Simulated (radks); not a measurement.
Values are calculated unless marked as measured or tabulated.
The nuclear charge of neutral sulfur is varied continuously with 16 electrons held in [Ne] 3s2 3p4. Level of theory: Dirac Kohn-Sham, PBE, spin-unpolarised, spherical densities, finite nucleus; open shells fill j = l - 1/2 first; Fermi nuclear charge, rms radius 3.2611 fm (a radial shooting solver on a logarithmic mesh with Libxc functionals). By the Hellmann-Feynman theorem dE/dZ = E(electron-nucleus)/Z, the electronic potential at the nucleus (averaged over a nucleus of fixed radius).

Z      E (hartree)  E(electron-nucleus)/Z (hartree)   HOMO  e(HOMO) (eV)  <r> HOMO (bohr)
15.75   -384.32820                         -58.2804  3p3/2        -4.484            2.205
16      -399.04856                         -59.4820  3p3/2        -6.971            2.076
16.25   -414.06905                         -60.6817  3p3/2        -9.713            1.965
16.5    -429.38929                         -61.8800  3p3/2       -12.699            1.869
16.75   -445.00897                         -63.0773  3p3/2       -15.918            1.785
17      -460.92789                         -64.2739  3p3/2       -19.364            1.709

The central difference of E at Z = 16 is -59.482 hartree, to compare with the third column; the second derivative is -4.8 hartree.
